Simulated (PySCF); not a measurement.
C4H4BFO, SMILES C#CB(F)C(C)=O. Geometry optimised at PBE-D3(BJ)/def2-SVP. The structure was generated by enumeration, and PubChem lists no compound with its InChIKey, so it may never have been made. The values are those of a single conformer.

Computed equilibrium geometry at PBE-D3(BJ)/def2-SVP (PySCF confirms it by a frequency run) as Cartesian coordinates in Å (one conformer of several):
```xyz
11

C     -2.6337    -1.0007     0.3900
C     -1.6191    -0.3064     0.3550
B     -0.3045     0.4654     0.3256
F     -0.2242     1.7068     0.8250
C      0.9670    -0.1259    -0.4354
C      2.0956    -0.9401     0.1299
O      0.8882     0.1980    -1.6241
H     -3.5354    -1.5990     0.4219
H      2.6026    -0.3683     0.9364
H      2.8209    -1.2092    -0.6622
H      1.6871    -1.8563     0.6074
```
